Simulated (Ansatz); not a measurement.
Reaction (isomerisation): `C[SiH]1BCC1` → `C=CB(C)[SiH3]`

Isolated molecules relaxed with PBE0-D4/def2-TZVP in Ansatz; ΔE leaves out vibrations. CCSD(T)/CBS is the MP2 limit (def2-TZVPP, def2-QZVPP) plus CCSD(T) − MP2 in def2-TZVPP, frozen cores. DFT in def2-TZVPP. B3LYP here is the variant with VWN-RPA as its local correlation; programs differ in this. One conformer a species, not always the lowest.

`C[SiH]1BCC1`:

Cartesian coordinates in Å:
```
C -0.070 -0.711 1.946
Si -0.894 -0.053 0.390
B -0.066 1.615 -0.407
C 0.770 0.641 -1.314
C -0.070 -0.664 -1.218
H -0.309 -1.768 2.086
H 1.017 -0.613 1.886
H -0.411 -0.167 2.829
H -2.371 -0.253 0.511
H -0.087 2.809 -0.403
H 1.702 0.514 -0.730
H 1.097 0.952 -2.312
H 0.496 -1.598 -1.234
H -0.804 -0.704 -2.028
```

`C=CB(C)[SiH3]`:

Cartesian coordinates in Å:
```
C -1.076 -0.893 1.877
C -1.105 -0.037 0.851
B 0.103 0.158 -0.097
C 1.575 -0.086 0.363
Si -0.239 0.721 -2.016
H -0.169 -1.429 2.143
H -1.955 -1.117 2.476
H -2.060 0.440 0.631
H 1.691 -0.610 1.315
H 2.019 0.913 0.495
H 2.195 -0.570 -0.397
H -0.344 -0.510 -2.858
H -1.507 1.484 -2.197
H 0.872 1.537 -2.587
```

```
             level  ΔE (kJ/mol)  difference from CCSD(T)/CBS
          B3LYP-D4        -23.2                        -15.5
           ωB97X-V          2.4                         10.1
               PBE         -5.5                          2.2
            r2SCAN         -6.0                          1.7
             B3LYP        -25.3                        -17.6
     HF/def2-TZVPP        -32.7                        -25.0
SCS-MP2/def2-TZVPP         -9.5                         -1.8
   CCSD/def2-TZVPP        -10.8                         -3.1
CCSD(T)/def2-TZVPP        -11.4                         -3.7
    CCSD/CBS(def2)         -7.1                          0.6
       CCSD(T)/CBS         -7.7                            0
```

Largest T1 diagnostic among the species: 0.012.

From PBE to PBE0 (25 % exact exchange), in def2-TZVPP and without D4, ΔE moves by +9.2 kJ/mol. In def2-TZVPP, CCSD(T) changes the Hartree–Fock value by +21.3 kJ/mol (the triples alone add −0.6 kJ/mol) and MP2 by +32.8 kJ/mol.
